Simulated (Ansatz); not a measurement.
The same path of CH$_{6}$FNSi (10 atoms, charge 0, multiplicity 1) was run 3 times with different band settings. Lost on the way: Si1–F2, Si1–H3. Made: F2–H3.

These are results of RKS PBE-D4/cc-pVDZ (Ansatz 0.2.0), not measurements.

Relaxed end points:

```xyz
10
Properties=species:S:1:pos:R:3
Si 0.148 0.032 -0.106
F 0.443 -0.074 1.541
H 1.499 0.181 -0.753
N -0.789 1.431 -0.559
H -1.757 1.467 -0.220
H -0.352 2.346 -0.400
C -0.777 -1.525 -0.596
H -1.771 -1.563 -0.103
H -0.931 -1.557 -1.693
H -0.212 -2.428 -0.291
```

```xyz
10
Properties=species:S:1:pos:R:3
Si 0.267 0.116 -0.750
F 1.351 -0.233 1.699
H 1.683 0.050 0.836
N -0.927 1.379 -0.719
H -1.945 1.255 -0.675
H -0.665 2.369 -0.696
C -0.887 -1.420 -0.732
H -1.386 -1.493 0.259
H -1.676 -1.356 -1.512
H -0.315 -2.356 -0.890
```

Common settings: optimiser quadratic models (default); start path through a guess of the saddle point; force threshold 0.05 eV/Å; iteration limit 60; end points relaxed.

| run | movable images | climbing image | spring |
| --- | --- | --- | --- |
| 1 | 7 | yes | 5.0 eV/Å² |
| 2 | 2 | no | 5.0 eV/Å² |
| 3 | 7 | yes | 20.0 eV/Å² |

Problem. What does each run give, and how far can it be trusted?

Solution. Run 1: converged after 12 iterations, highest image 2.898 eV above the first end. Neighbouring images differ by up to 1.4 eV, so the band resolves the path poorly. A vibrational analysis at the climbing image gives one clearly imaginary mode, 895i cm⁻¹: a first-order saddle point.
Run 2: converged after 15 iterations, highest image 2.616 eV above the first end. The highest image is an end point: on this band no image between the ends rises above it. So few images can step over the top or miss a turn of the path.
Run 3: converged after 10 iterations, highest image 2.898 eV above the first end. Neighbouring images differ by up to 1.4 eV, so the band resolves the path poorly. Another band between the same ends (7 images) ends at a top of the same energy, where a vibrational analysis finds 1 clearly imaginary mode.
The orbitals stay closed-shell, which can raise the energy where a bond breaks towards radicals; this wasn't checked here.
